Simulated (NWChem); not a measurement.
# SiAsH3F2; SMILES F[SiH](F)[AsH2]

```xyz
7

Si     0.3839    -1.0151     0.0000
F     -0.3187    -1.6806     1.3144
F     -0.3187    -1.6806    -1.3144
As    -0.1024     1.2998     0.0000
H      1.8224    -1.4293     0.0000
H      0.9593     1.4986    -1.1008
H      0.9593     1.4986     1.1008
```
Atoms are numbered in this order, from 1.

Results from NWChem. Pople sets run with spherical d functions. All runs use the structure optimised with PBE-D3(BJ)/def2-SVP. Ions are spin-unrestricted doublets at the neutral geometry; other ion states weren't tried. Functional: LC-ωPBE (HJS hole) with 6-31G*; rows give the range parameter ω in 1/bohr.

For range parameter (1/bohr) 0.35:

```yaml
"−ε(HOMO) (eV)": 10.31
```

Question: Estimate the same quantities for range parameter (1/bohr) 0.30.

Answer: 
| Quantity | Result |
|---|---|
| −ε(HOMO) (eV) | 10.04 |
